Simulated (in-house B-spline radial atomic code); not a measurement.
Computed with a B-spline radial atomic code. Model: two electrons, singlet ground state, non-relativistic, full CI in B-splines with partial waves to l = 8 (at full coupling up to 3e-4 hartree above the limit, correlation up to 0.6 % small), density held at that of full coupling by Lieb maximisation.

Along the adiabatic connection the electron repulsion is scaled by a coupling λ while a local potential keeps the density fixed. At λ = 0 the system is the Kohn-Sham one and W equals the exchange energy; the exchange-correlation energy is the area under W between 0 and 1. The kinetic energy rises with λ as the electrons avoid each other, with dT/dλ = −λ dW/dλ.

Command:
```bash
python run_ac.py task.json out
```
Settings (lengths in bohr, energies in hartree):
```
potential              ball
strength               1
lmax                   8
wall_radius            7.61
```

Cost of the run: 8.4 s on 1 thread of Intel(R) Xeon(R) Processor @ 2.30GHz, on a shared host.

**W = mean repulsion less Hartree energy, and W of three functionals.**

Given: confinement empty hard sphere; hard wall radius 7.61 bohr; external potential zero inside.

Computed: PBE exchange minus exact 6.7681 millihartree; SCAN exchange minus exact -5.1541 millihartree.

| coupling | W xc (hartree) | W xc minus exchange (millihartree) | kinetic minus Kohn-Sham (millihartree) | LDA (PW92) W minus its exchange (millihartree) | PBE W minus its exchange (millihartree) | SCAN W minus its exchange (millihartree) |
| --- | --- | --- | --- | --- | --- | --- |
| 0 | -0.21342 | 0 | 0 | 0 | 0 | 0 |
| 0.02 | -0.21584 | -2.415 | 0.02 | -8.51 | -4.39 | -1.91 |
| 0.05 | -0.21924 | -5.818 | 0.14 | -16.26 | -9.41 | -4.58 |
| 0.12 | ? | ? | ? | ? | ? | ? |
| 0.25 | -0.23655 | -23.124 | 2.6 | -43.73 | -30.28 | -18.72 |
| 0.4 | -0.24522 | -31.796 | 5.38 | -55.63 | -40.21 | -26.58 |
| 0.6 | -0.25338 | -39.956 | 9.41 | -66.95 | -49.97 | -34.75 |
| 0.8 | -0.25914 | -45.713 | 13.41 | -75.31 | -57.35 | -41.09 |
| 1 | -0.26341 | -49.983 | 17.24 | -81.85 | -63.2 | -46.15 |
| 1.4 | -0.26934 | -55.916 | 24.27 | -91.6 | -72.03 | -53.67 |
| 2 | -0.27485 | -61.429 | 33.5 | -101.56 | -81.15 | -61.06 |
| 3 | -0.28017 | -66.746 | 46.53 | -112.14 | -90.95 | -68.22 |
| 4.5 | ? | ? | ? | ? | ? | ? |
| 7 | -0.28866 | -75.232 | 85.59 | -131.13 | -108.74 | -78.13 |
| 10 | -0.29143 | -78.001 | 108.78 | -137.77 | -115.02 | -80.56 |

(1) What belongs in the row 0.12?

(2) What belongs in the row 4.5?

(3) What is the LDA exchange minus exact?

**Energy parts, natural occupations and partial-wave weights.**

Computed: total energy 0.3612 hartree; exchange energy -0.21342 hartree; initial slope twice GL2 -0.12368 hartree; kinetic part over minus potential part 0.34484; Hartree energy 0.42685 hartree; Kohn-Sham kinetic 0.18057 hartree; Lieb Oxford ratio E_xc over LDA exchange 1.3122.

```tsv
natural	occupation of the shell (electrons)
s	1.7909
p	0.20501
s	0.0028872
d	?
p	0.0001566
f	0.00010383
```

(4) What belongs in the row d?

```tsv
wave	weight
s	0.89692
p	?
d	0.00042299
f	5.5809e-05
g	1.2558e-05
```

(5) What belongs in the row p?

(6) What is the kinetic part of the DFT correlation energy?

(7) What is the correlation energy?

Answers

(1) W xc (hartree): -0.22626; W xc minus exchange (millihartree): -12.84; kinetic minus Kohn-Sham (millihartree): 0.73; LDA (PW92) W minus its exchange (millihartree): -28.63; PBE W minus its exchange (millihartree): -18.36; SCAN W minus its exchange (millihartree): -10.15.

(2) W xc (hartree): -0.28461; W xc minus exchange (millihartree): -71.19; kinetic minus Kohn-Sham (millihartree): 62.88; LDA (PW92) W minus its exchange (millihartree): -121.78; PBE W minus its exchange (millihartree): -99.95; SCAN W minus its exchange (millihartree): -73.79.

(3) 25.827 millihartree.

(4) occupation of the shell (electrons): 0.00081928.

(5) weight: 0.10259.

(6) 0.017236 hartree.

(7) -0.032747 hartree.

Half-way to full coupling W has made 72 % of its drop, against 50 % for a straight line, and second-order (GL2) theory, half the initial slope, overshoots the correlation energy by about 89 %: correlation is strong. Over couplings 0 to 1 the errors in E_xc come to about +2.0 millihartree for LDA, -2.1 millihartree for PBE, -0.9 millihartree for SCAN, so SCAN is nearest. In LDA and PBE and SCAN the errors of exchange and correlation have opposite signs, so the sum is smaller than the larger of the two.
